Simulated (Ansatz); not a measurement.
Cost and result for the atomization energy of CH₄AlBF₂Si, SMILES `FC1[BH][Al]([F])[SiH2]1` (10 atoms, 10 bonds).

```xyz
10

F    -0.473    1.312    1.870
C    -0.414    0.699    0.635
B    -1.340   -0.481    0.301
Al   -0.278   -0.971   -1.473
F    -0.421   -1.672   -2.955
Si    1.349    0.117   -0.039
H    -0.548    1.476   -0.153
H    -2.089   -0.983    1.081
H     2.219    1.312   -0.203
H     1.993   -0.809    0.936
```

Charge 0, multiplicity 1. Geometry: relaxed with PBE0-D4/def2-TZVP. Program: Ansatz. All runs use 4 threads of an Arm Neoverse V2 on a shared host. Times are those of one run each, without the atoms' runs, and a repeat can differ threefold. Electronic energies, without spin–orbit coupling; frozen cores. CCSD(T)/CBS adds CCSD(T) − MP2 in def2-TZVPP to the MP2 limit, and its time is that of the two runs behind it. T1 = 0.015. B3LYP takes the VWN-RPA correlation (the form of Gaussian; ORCA's B3LYP/G).

CCSD(T)/CBS is a level of theory with its own doubt, some kJ/mol a heavy atom from the limit and from the frozen cores, so smaller differences don't rank the functionals.

```tsv
level	functions	atomization (kcal/mol)	difference from CCSD(T)/CBS	per bond
ωB97M-V/def2-TZVPP (with forces)	264	831.8	3.3	0.3
MP2/def2-QZVPP	488	840.3	11.8	1.2
CCSD(T)/def2-TZVPP	264	804.8	-23.7	-2.4
B2PLYP/def2-TZVPP	264	818.0	-10.5	-1.0
r2SCAN-D4/def2-TZVPP (with forces)	264	837.7	9.2	0.9
PBE0-D4/def2-TZVPP	264	831.4	2.9	0.3
B3LYP-D4/def2-TZVPP (with forces)	264	825.6	-2.9	-0.3
PBE-D4/def2-TZVPP (with forces)	264	848.9	20.4	2.0
ωB97X-V/def2-TZVPP	264	835.0	6.5	0.6
CCSD(T)/CBS(def2)	–	828.5	0.0	0.0
```

Task: Order the runs by time, with rough figures. (Estimate.)

Result: The calculation gave: PBE-D4/def2-TZVPP (with forces) 2.6 s; PBE0-D4/def2-TZVPP 3.1 s; B3LYP-D4/def2-TZVPP (with forces) 4.7 s; r2SCAN-D4/def2-TZVPP (with forces) 5.5 s; B2PLYP/def2-TZVPP 6 s; ωB97X-V/def2-TZVPP 8.5 s; ωB97M-V/def2-TZVPP (with forces) 13 s; MP2/def2-QZVPP 21 s; CCSD(T)/def2-TZVPP 2.9 min; CCSD(T)/CBS(def2) 3.3 min.

In def2-TZVPP, CCSD(T) changes the Hartree–Fock value by +198.1 kcal/mol (the triples alone add +14.3 kcal/mol) and MP2 by +219.5 kcal/mol; breaking electron pairs costs correlation energy, which Hartree–Fock lacks. From PBE to PBE0 (25 % exact exchange), in def2-TZVPP and without D4, the atomization energy moves by −16.7 kcal/mol: exact exchange takes away binding that semilocal exchange gives to molecules. The D4 term adds +8.8 kcal/mol with B3LYP and +4.6 kcal/mol with PBE0; it sums over pairs of atoms, weighted by their polarisabilities, and B3LYP, whose exchange is more repulsive, gets the larger term.
